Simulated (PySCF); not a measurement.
Molecule (SMILES): F[C]F (closed-shell singlet).
Geometry (B3LYP-D3(BJ)/def2-TZVP, fixed):
```
C
F 1 1.3036
F 1 1.3036 2 104.75
```

How fast the mean static polarisability converges with the basis for several methods (PySCF): deviation from each method's own reference, in %. References: HF 14.70 bohr³, the value in d-aug-cc-pVTZ; PBE 17.97 bohr³, the value in d-aug-cc-pVTZ; PBE0 16.71 bohr³, the value in d-aug-cc-pVTZ. All functions are spherical. Density fitting with generated auxiliary sets. No added dispersion term, no relativity. 

```tsv
basis	functions	HF	PBE	PBE0
STO-3G	15	-64.0	-68.5	[?]
pcseg-0	27	-36.8	-41.7	[?]
def2-SVP	42	-27.5	-33.4	[?]
6-31+G*	54	-10.0	-7.6	[?]
6-311+G**	66	-13.3	-11.4	[?]
jun-cc-pV(T+d)Z	117	-0.7	-1.1	[?]
def2-QZVPP	171	-5.8	-8.9	[?]
d-aug-cc-pVTZ	186	0.0	0.0	[?]
```

### Question
What belongs in the gaps?

### Answer

- STO-3G, PBE0: -66.5
- pcseg-0, PBE0: -39.1
- def2-SVP, PBE0: -30.7
- 6-31+G*, PBE0: -8.6
- 6-311+G**, PBE0: -12.1
- jun-cc-pV(T+d)Z, PBE0: -0.9
- def2-QZVPP, PBE0: -7.4
- d-aug-cc-pVTZ, PBE0: 0.0

Mean absolute deviation over 6-311+G**, jun-cc-pV(T+d)Z: PBE 6.2, PBE0 6.5, HF 7.0 %.
